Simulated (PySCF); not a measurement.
# Excitation energy of Xe⁺ by level of theory

Xe⁺ [Kr] 4d10 5s2 5p5 (2P) → Xe⁺ [Kr] 4d10 5s2 5p4 5d1 (high-spin determinant), as a difference of total energies. Calculation: PySCF 2.14, in aug-cc-pVTZ-PP with ECP28MDF; a scalar-relativistic core potential. Correlated levels: valence: 4s2 4p6 4d10 frozen. The calculations carry no spin-orbit coupling.

| method | excitation energy (cm⁻¹) |
| --- | --- |
| UHF | 90967 |
| LDA | 96315 |
| PBE | 93398 |
| PBE0 | 94229 |
| r2SCAN | 95133 |
| r2SCAN0 | 95293 |
| wB97M-V | 96155 |
| CAM-B3LYP | 96727 |
| B2PLYP | 95901 |
| MP2 (valence) | 95218 |
| SCS-MP2 (valence) | 95918 |

The promoted electron is Rydberg-like, and one or two diffuse shells describe it only roughly, which tends to raise the upper state.

The determinant of the upper state mixes LS terms, which raises its energy above the lowest term, most at the Hartree-Fock and MP2 levels.
